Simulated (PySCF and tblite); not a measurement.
Results of a calculation; reference values are marked as such.
# Conformers and averaged properties: C7H12F2O, numbered as in [CH3:1][C:2](=[O:3])[C:4]([F:5])([F:6])[CH2:7][CH:8]([CH3:9])[CH3:10]

The ensemble was built from 150 distance-geometry starts (ETKDG and KDG, MMFF94s, GFN2-xTB) and rests on GFN2-xTB geometries. Free energies are PBE0-D3(BJ)/def2-SVP single points with GFN2-xTB rigid-rotor and vibrational terms (modes under about 100 cm⁻¹ blended into free rotors). Symmetry numbers and mirror images are counted. Conformers within 3 kcal/mol (GFN2-xTB free energy) were kept, 10 at most. GIAO shieldings: KT2/6-31G*. Shifts are against CFCl3 (¹⁹F) at the same level. Run with PySCF (density fitting) and tblite.

Torsions listed: O3–C2–C4–F5, F5–C4–C7–C8, C4–C7–C8–C9. Of a mirror pair one member is shown.

```
conformer              shape   symmetry  E(GFN2) kcal/mol  E(DFT) kcal/mol  G(298.15 K) kcal/mol  weight %  dipole D
        1   -131°, -73°, 71°  C1 (pair)              0.33             0.00                  0.00      49.3      0.65
        2    -97°, 174°, 65°  C1 (pair)              0.49             0.52                  0.27      31.5      1.16
        3  -94°, -157°, 178°  C1 (pair)              0.00             0.18                  0.79      12.9      1.40
        4  -133°, -76°, -77°  C1 (pair)              1.81             1.19                  1.80       2.4      0.69
        5  -93°, -162°, -48°  C1 (pair)              1.36             1.09                  1.94       1.9      1.39
        6    144°, 165°, 62°  C1 (pair)              0.94             1.42                  1.94       1.9      2.98
        7   147°, 176°, 145°  C1 (pair)              1.51             2.81                  3.26       0.2      2.85
```

Weights (%) against temperature:

| T (K) | 1 | 2 | 3 | 4 | 5 | 6 | 7 | S(mix) cal/mol/K |
| --- | --- | --- | --- | --- | --- | --- | --- | --- |
| 250 | 54.0 | 28.6 | 13.0 | 1.7 | 1.3 | 1.3 | 0.1 | 3.65 |
| 273.15 | 51.6 | 30.1 | 13.0 | 2.0 | 1.6 | 1.6 | 0.1 | 3.73 |
| 298.15 | 49.3 | 31.5 | 12.9 | 2.4 | 1.9 | 1.9 | 0.2 | 3.81 |
| 323.15 | 47.3 | 32.6 | 12.9 | 2.7 | 2.1 | 2.2 | 0.3 | 3.89 |
| 373.15 | 43.9 | 34.3 | 12.7 | 3.3 | 2.6 | 2.8 | 0.5 | 4.01 |

Averaged shifts at 298.15 K. ¹⁹F: -141.5 (F5/F6) ppm.

Coordinates of conformer 1 (Å):

```xyz
22

C     3.562    0.349   -0.168
C     2.355   -0.526   -0.229
O     2.360   -1.718   -0.369
C     1.014    0.255   -0.071
F     1.042    1.307   -0.946
F     1.032    0.840    1.167
C    -0.215   -0.617   -0.263
C    -1.526    0.002    0.242
C    -1.978    1.165   -0.638
C    -2.605   -1.078    0.283
H     3.525    1.068   -0.986
H     4.467   -0.248   -0.235
H     3.549    0.914    0.763
H    -0.022   -1.552    0.267
H    -0.288   -0.842   -1.329
H    -1.364    0.371    1.260
H    -2.922    1.563   -0.274
H    -1.249    1.970   -0.635
H    -2.119    0.831   -1.665
H    -2.785   -1.473   -0.714
H    -2.308   -1.899    0.931
H    -3.537   -0.664    0.661
```

Coordinates of conformer 2 (Å):

```xyz
22

C     2.931   -1.001   -0.547
C     1.784   -0.072   -0.771
O     1.341    0.244   -1.840
C     1.209    0.541    0.536
F     2.057    1.573    0.868
F     1.355   -0.344    1.565
C    -0.210    1.077    0.436
C    -1.256    0.080   -0.079
C    -1.445   -1.098    0.875
C    -2.581    0.817   -0.270
H     3.352   -1.316   -1.497
H     2.589   -1.868    0.017
H     3.686   -0.498    0.057
H    -0.162    1.931   -0.243
H    -0.494    1.439    1.428
H    -0.930   -0.297   -1.052
H    -0.542   -1.696    0.955
H    -1.710   -0.744    1.868
H    -2.244   -1.741    0.515
H    -2.937    1.214    0.679
H    -2.466    1.641   -0.969
H    -3.335    0.138   -0.661
```

Unscaled ¹⁹F shifts at such levels can be off by tens of ppm; differences between conformers or isomers are more reliable.

Search and properties took 15 min on 1 thread of AMD EPYC, shared host (rough), launched as `OMP_NUM_THREADS=1 python ens_run.py task.json out`.


Conformer gaps in def2-SVP on xTB geometries can be 2 kcal/mol too large for S=O, P=O and other polar bonds.